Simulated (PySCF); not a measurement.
**Electronic absorption of C8H11NSi**

Species: C₈H₁₁NSi.
InChI=1S/C8H11NSi/c1-3-9-4-2-7(1)8-5-10-6-8/h1-4,8H,5-6,10H2

Theory: PySCF, TDDFT PBE0/def2-SVPD, vertical, gas phase, core orbitals frozen in the response. One conformer (not necessarily the lowest) at the PBE0-D3(BJ)/def2-SVP geometry, without solvent, vibrations or thermal averaging. Torsions of this conformer, `[cH:1]1[cH:2][c:3]([CH:4]2[CH2:5][SiH2:6][CH2:7]2)[cH:8][cH:9][n:10]1`: C2–C3–C4–C5 -57°.

```csv
state,E (eV),λ (nm),f,|μ| (D),symmetry,"main configurations (H = HOMO, L = LUMO)"
S1,4.85,255.5,0.0036,0.44,A″,H→L (96%)
S2,5.14,241.2,0.0002,0.11,–,H→L+1 (99%)
S3,5.53,224.3,0.023,1.05,A′,"H-1→L (64%), H-2→L+1 (29%)"
S4,6.12,202.6,0.0007,0.17,–,H-3→L (94%)
S5,6.15,201.5,0.040,1.30,A′,"H-2→L (63%), H-1→L+1 (28%)"
S6,6.64,186.8,0.064,1.59,A′,"H-4→L (86%), H-1→L+1 (10%)"
S7,6.70,185.0,0.0004,0.13,–,H-3→L+1 (98%)
S8,6.86,180.8,0.239,3.03,A′,"H→L+3 (34%), H-1→L+1 (30%), H-2→L (12%)"
S9,6.90,179.7,0.0064,0.49,A″,"H→L+2 (84%), H-3→L+2 (11%)"
S10,6.92,179.1,0.191,2.70,A′,"H-2→L+1 (52%), H-1→L (22%), H-1→L+2 (8%)"
```

Triplets (Tamm–Dancoff): T1 4.18 eV, H-1→L+1 (50%), H-2→L (32%), H-1→L (10%); T2 4.18 eV, H→L (89%); T3 4.66 eV, H-1→L (83%); T4 4.83 eV, H-2→L (53%), H-1→L+1 (43%).

The lowest singlet comes at 256 nm (468 kJ/mol) in the ultraviolet; it is very weak; its leading configuration is HOMO→LUMO (96%). The most intense listed level is S8 at 6.86 eV (181 nm, f = 0.239), 2.01 eV above S1. Löwdin shares by element: HOMO nitrogen 56%, carbon 26% or more (atoms not listed hold the other 18%); LUMO carbon 46% or more, nitrogen 19% (atoms not listed hold the other 35%). The listed states span 2.07 eV, and the widest gap between neighbours is 0.59 eV (S3 to S4). Of the 10 states listed, 5 reach f = 0.01 and 2 stay under 0.0005. Orbital energies (eV): HOMO-3 -8.16, HOMO-2 -7.88, HOMO-1 -7.60, HOMO -7.32, LUMO -0.87, LUMO+1 -0.48, LUMO+2 0.31. The vertical ionisation energy (ΔSCF) is 9.09 eV, 2.17 eV above S10. Symmetry labels in Cs follow from the direction of the transition dipole and are given only for states with f of 0.002 or more. The window holds the lowest 10 singlets.
